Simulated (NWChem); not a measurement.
Species: EDOT (C$_{6}$H$_{6}$O$_{2}$S); SMILES c1scc2c1OCCO2

```xyz
15

C     -0.0683    -1.2426    -1.2554
S      0.0000     0.0000    -2.4420
C      0.0683     1.2426    -1.2554
C      0.0381     0.7163     0.0083
C     -0.0381    -0.7163     0.0083
O     -0.0839    -1.4348     1.1546
C      0.3216    -0.6855     2.2823
C     -0.3216     0.6855     2.2823
O      0.0839     1.4348     1.1546
H     -0.1230    -2.2933    -1.5312
H      0.1230     2.2933    -1.5312
H      0.0189    -1.2564     3.1713
H      1.4228    -0.5797     2.2905
H     -1.4228     0.5797     2.2905
H     -0.0189     1.2564     3.1713
```
Atoms are numbered in this order, from 1.

The geometry was optimised at PBE0/def2-SVP. No frequency run checked for a minimum.

Problem. Give the principal values of the shielding tensors (ppm) of C1, S2, C4, O6, C7 from B3LYP/6-31G* (spherical d), GIAO (NWChem), with their diamagnetic and paramagnetic parts as GIAO splits them.

Solution. 
```
atom    σ11    σ22    σ33  isotropic  diamagnetic  paramagnetic
----  -----  -----  -----  ---------  -----------  ------------
C1     32.1   84.7  157.5       91.4        262.8        -171.3
S2    283.4  475.8  522.5      427.2       1057.6        -630.4
C4     -3.1   56.7  121.1       58.3        248.7        -190.5
O6    168.6  255.4  323.4      249.1        395.0        -145.9
C7    108.9  119.2  157.4      128.5        247.1        -118.5
```
